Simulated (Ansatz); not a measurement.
`O[SiH2][AlH][SiH3]` + CH₃SH → `CS[SiH2]O` + `[AlH2][SiH3]`  (cleavage of the Si–Al bond)

Computed with Ansatz on PBE0-D4/def2-TZVP structures; ΔE is electronic, products minus reactants. CBS: MP2 limit from def2 TZ/QZ plus the TZ coupled-cluster correction, frozen cores. This one scheme is used for every species. DFT in def2-TZVPP. Each species was taken in one conformer, which may not be the lowest.

`O[SiH2][AlH][SiH3]`:

Z-matrix (Å, degrees):
```
Si
Al 1 2.469
O 1 1.661 2 111.7
H 1 1.498 2 109.8 3 -123.4
H 1 1.489 2 112.9 3 118.1
Si 2 2.463 1 118.2 3 14.8
H 2 1.592 1 122.3 3 -165.5
H 3 0.958 1 117.1 2 -41.6
H 6 1.491 2 112.8 1 131.2
H 6 1.494 2 111.7 1 10.6
H 6 1.493 2 110.8 1 -108.3
```

CH₃SH:

```xyz
6

C    -0.488    0.054    0.019
S     1.051   -0.859   -0.224
H    -0.569    0.438    1.035
H    -1.294   -0.660   -0.147
H    -0.589    0.866   -0.701
H     1.889    0.161    0.017
```

`CS[SiH2]O`:

Z-matrix (Å, degrees):
```
C
S 1 1.818
H 1 1.089 2 111.0
H 1 1.090 2 110.8 3 -122.4
H 1 1.089 2 106.9 3 118.9
Si 2 2.119 1 99.7 3 59.8
O 6 1.646 2 113.6 1 -63.8
H 6 1.485 2 104.1 1 173.6
H 6 1.481 2 110.9 1 52.7
H 7 0.959 6 116.7 2 -56.8
```

`[AlH2][SiH3]`:

Z-matrix (Å, degrees):
```
Si
Al 1 2.457
H 1 1.490 2 113.4
H 1 1.492 2 110.7 3 -121.0
H 1 1.492 2 110.6 3 120.9
H 2 1.589 1 121.5 3 0.3
H 2 1.589 1 119.5 3 -179.7
```

```json
{"level": "PBE0", "ΔE (eV)": "-0.70"}
{"level": "MP2/def2-TZVPP", "ΔE (eV)": "-0.89"}
```

**Question.** What does CCSD(T)/CBS give? (Best estimate.)

**Answer.** The calculation gave: -0.80 eV. The listed levels differ from it by 0.10, -0.09 eV.

Largest T1 diagnostic among the species: 0.013.

The D4 term adds −0.04 eV with B3LYP and −0.02 eV with PBE0; it sums over pairs of atoms, weighted by their polarisabilities, and B3LYP, whose exchange is more repulsive, gets the larger term. From PBE to PBE0 (25 % exact exchange), in def2-TZVPP and without D4, ΔE moves by −0.05 eV.

B3LYP here is the variant with VWN-RPA as its local correlation; programs differ in this.
